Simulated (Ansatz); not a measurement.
`C=C1CCOC1=O`, relaxed with RKS PBE0-D4/def2-TZVP in the Gaussian-basis code of Ansatz from a GFN2-xTB geometry. The force threshold is 0.005 eV/Å; the program also tests the step.

The species carries charge 0 and has multiplicity 1.

Start:

```xyz
13

C    -0.304    1.927   -0.533
C    -0.204    0.644   -0.219
C     1.016   -0.186    0.035
C     0.429   -1.517    0.533
O    -0.977   -1.465    0.342
C    -1.387   -0.248   -0.056
O    -2.539    0.027   -0.242
H     0.558    2.562   -0.644
H    -1.275    2.367   -0.686
H     1.583   -0.324   -0.887
H     1.675    0.270    0.773
H     0.616   -1.673    1.601
H     0.808   -2.383   -0.017
```

**Question.** By how much does the energy fall, and how many steps does the optimiser take? (Estimate.)

**Answer.** Computed: 1.80 kJ/mol, in 13 steps, 1 of them rejected.

**Question.** Which bonds change most? (Best estimate.)

**Answer.** The calculation gave: C4–O5 from 1.420 to 1.429 Å; O5–C6 from 1.344 to 1.353 Å; C3–C4 from 1.538 to 1.530 Å; C1–H9 from 1.077 to 1.084 Å.

**Question.** Give the relaxed structure. (Best estimate.)

**Answer.** The calculation gave: 
```xyz
13

C    -0.309    1.938   -0.430
C    -0.188    0.635   -0.233
C     1.024   -0.218   -0.047
C     0.430   -1.481    0.579
O    -0.959   -1.488    0.242
C    -1.376   -0.260   -0.145
O    -2.522   -0.009   -0.368
H     0.549    2.599   -0.480
H    -1.297    2.369   -0.548
H     1.476   -0.448   -1.017
H     1.790    0.240    0.579
H     0.516   -1.472    1.669
H     0.868   -2.404    0.199
```
